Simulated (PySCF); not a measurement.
M06-2X single point of singlet VN(OH)₂ at its PBE0 minimum.

An equivalent PySCF input for this run (the driver started from the density of an earlier step):

```python
from pyscf import gto, scf, dft
mol = gto.M(atom='''
V     -0.035589    -0.182387     0.049919
N      0.041681     0.213609     1.503539
O      1.562815    -0.138671    -0.723187
O     -1.500303     0.459033    -0.723187
H      2.368854     0.114122    -0.261320
H     -2.152177     0.996307    -0.261320''',
    basis={'V': 'def2-SVP', 'N': 'def2-SVP', 'O': 'def2-SVP', 'H': 'def2-SVP'},
    charge=0, spin=0)
mf = dft.RKS(mol, xc='M062X')
mf.grids.atom_grid = (90, 434)
aux = {'V': 'def2-universal-JKFIT', 'N': 'def2-universal-JKFIT', 'O': 'def2-universal-JKFIT', 'H': 'def2-universal-JKFIT'}
mf = mf.density_fit(auxbasis=aux)
mf.conv_tol = 1e-08
mf.diis_space = 10
mf.max_cycle = 60
mf.verbose = 4
mf.kernel()
```

SCF log (excerpt):

```
init E= -1149.98477032818
  HOMO = -0.337372266307281  LUMO = -0.0498458521920218  gap/eV = 7.82399
cycle= 1 E= -1149.9831254878  delta_E= 0.00164  |g|= 0.185  |ddm|= 0.187
  HOMO = -0.362713290791077  LUMO = -0.100454105111059  gap/eV = 7.13644
cycle= 2 E= -1149.90929853672  delta_E= 0.0738  |g|= 0.674  |ddm|= 0.409
  HOMO = -0.360258516116226  LUMO = -0.0694210126250323  gap/eV = 7.91409
cycle= 3 E= -1149.98931417174  delta_E= -0.08  |g|= 0.0476  |ddm|= 0.318
  HOMO = -0.355029346887045  LUMO = -0.0663979065185578  gap/eV = 7.85406
cycle= 4 E= -1149.98979142482  delta_E= -0.000477  |g|= 0.0118  |ddm|= 0.0378
  HOMO = -0.354169599131958  LUMO = -0.0654372425992871  gap/eV = 7.85681
cycle= 5 E= -1149.98982473263  delta_E= -3.33e-05  |g|= 0.00332  |ddm|= 0.0106
  HOMO = -0.354953414382439  LUMO = -0.0658205546500841  gap/eV = 7.86771
cycle= 6 E= -1149.98983057684  delta_E= -5.84e-06  |g|= 0.00151  |ddm|= 0.00519
  HOMO = -0.35502838785754  LUMO = -0.0659366984088603  gap/eV = 7.86659
cycle= 7 E= -1149.98983231955  delta_E= -1.74e-06  |g|= 0.000382  |ddm|= 0.00354
  HOMO = -0.354984277556971  LUMO = -0.0659134323947712  gap/eV = 7.86602
cycle= 8 E= -1149.98983250196  delta_E= -1.82e-07  |g|= 0.000111  |ddm|= 0.00126
  HOMO = -0.354978132307319  LUMO = -0.0659099671999415  gap/eV = 7.86595
cycle= 9 E= -1149.98983251595  delta_E= -1.4e-08  |g|= 4.9e-05  |ddm|= 0.000343
  HOMO = -0.354978062344365  LUMO = -0.0659127927010004  gap/eV = 7.86587
cycle= 10 E= -1149.98983251776  delta_E= -1.81e-09  |g|= 2e-05  |ddm|= 0.000107
  HOMO = -0.354977990472637  LUMO = -0.0659139373824811  gap/eV = 7.86583
Extra cycle  E= -1149.98983251798  delta_E= -2.19e-10  |g|= 2.57e-05  |ddm|= 4.25e-05
converged SCF energy = -1149.98983251798
```

This run, together with those of the ionised and electron-attached species (not shown), took 25 s on 2 threads of a shared Intel Xeon 6975P-C (Granite Rapids) host, with 83 basis functions; the process peaked at 1.1 GiB.
